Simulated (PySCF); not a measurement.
C6H7O2S: g tensor and hyperfine couplings

Compound: C6H7O2S (doublet state).
Z-matrix (Å and degrees, GFN2-xTB geometry), rows numbered from 1:
```
C 
C   1  1.3605
C   2  1.4177  1  131.15
C   3  1.3895  2  106.93  1   179.78
C   4  1.3797  3  106.54  2     1.13
S   5  1.7963  4  130.61  3  -173.92
C   6  1.8566  5   93.94  4  -118.35
O   6  1.4599  5  105.13  4   -10.05
O   5  1.3520  4  111.05  3    -1.44
H   1  1.0717  2  120.32  3     0.12
H   1  1.0729  2  120.71  3  -179.66
H   3  1.0701  2  125.31  1    -0.09
H   4  1.0710  3  128.48  2  -179.79
H   7  1.0849  6  107.65  5  -179.05
H   7  1.0843  6  109.03  5    61.46
H   7  1.0836  6  107.91  5   -59.68
```

The hyperfine couplings belong to this conformer and change with its torsions.

The species is `c1(ccc([S@](=O)C)o1)[CH2]` [radical].

Theory: UKS B3LYP, pcH-1 on C H O S, non-relativistic, mean-field spin-orbit, GIAO in PySCF. The structure is a single GFN2-xTB conformer in the gas phase; no vibrational or solvent corrections. A GFN2-xTB geometry isn't a minimum of the functional, and hyperfine couplings can be far from their values at a DFT geometry. Stability of the SCF solution: not tested. ⟨S²⟩ is 0.778 where a pure state has 0.75.

- g1, g2, g3: 2.00200, 2.00249, 2.00321
- g_iso: 2.00257
- Form of g: rhombic: the two nearest values differ by 40 % of g3 − g1
- ⟨S²⟩: 0.7779 (exact 0.7500)

Hyperfine couplings atom by atom, in MHz; T1 to T3 are the principal values of the dipolar part; ρ(0) is the spin density at the nucleus:

```
atom  isotope  a_iso  of which spin–orbit     T1     T2    T3  Mulliken spin population  ρ(0) (bohr⁻³)
  C1      13C   48.2                 -0.1  -47.4  -46.5  93.9                      0.63         0.0429
  C2      13C  -41.9                  0.0  -24.3    9.8  14.5                     -0.20        -0.0373
  C3      13C   34.9                  0.0  -30.8  -30.5  61.3                      0.39         0.0311
  C4      13C  -26.8                  0.0  -16.8    8.0   8.9                     -0.15        -0.0238
  C5      13C   42.0                  0.0  -31.8  -29.6  61.4                      0.34         0.0373
  S6      33S    8.7                  0.0   -2.3   -0.6   2.8                      0.00         0.0253
  C7      13C   30.0                  0.0   -2.7   -2.3   5.0                      0.02         0.0267
  O8      17O    0.3                  0.0   -1.3    0.2   1.1                      0.00        -0.0006
  O9      17O   -5.5                  0.0  -16.5    7.2   9.3                      0.03         0.0091
 H10       1H  -37.2                  0.0  -21.5   -0.8  22.3                     -0.03        -0.0083
 H11       1H  -38.0                  0.0  -22.3   -0.4  22.7                     -0.03        -0.0085
 H12       1H  -25.8                  0.0  -13.7   -1.2  14.9                     -0.02        -0.0058
 H13       1H    6.5                  0.0   -2.9   -0.2   3.1                      0.00         0.0015
 H14       1H    3.7                  0.0   -1.7   -0.8   2.5                      0.00         0.0008
 H15       1H   -1.9                  0.0   -2.4   -0.4   2.7                      0.00        -0.0004
 H16       1H   -1.8                  0.0   -2.3    0.0   2.3                      0.00        -0.0004
```

The largest Mulliken spin populations are on C1 (+0.63), C3 (+0.39), C5 (+0.34) and C2 (-0.20). Three atoms exceed +0.15. The positive populations add up to 1.42 and the negative ones to -0.42, together 2S = 1. The angles at C1 add up to 360.0°, so it is planar.

Axes: g3 points within 3° of the C3–H12 bond.

Under fast tumbling the dipolar parts average out, and these isotropic splittings remain: 1 × 1H (H11, I = 1/2, 2 lines) with 1.35 mT, 1 × 1H (H10, I = 1/2, 2 lines) with 1.33 mT, 1 × 1H (H12, I = 1/2, 2 lines) with 0.92 mT and 1 × 1H (H13, I = 1/2, 2 lines) with 0.23 mT.

H10 and H11 aren't averaged: C1 is flat or nearly so (angle sum 360°), and its turn about the short C1–C2 bond (1.36 Å) is taken as slow.

The 33S coupling of S6 (8.7 MHz) shows only in satellite lines or after enrichment, since that isotope makes up about 0.76 % of natural sulfur.

The 13C coupling of C1 (48.2 MHz) shows only in satellite lines or after enrichment, since that isotope makes up about 1.07 % of natural carbon.

The spin density at the nucleus, in bohr⁻³, is negative for C2 (-0.0373), C4 (-0.0238) and H11 (-0.0085), for instance. A restricted open-shell determinant has no negative spin density anywhere; here it arises because α and β orbitals differ (spin polarisation).
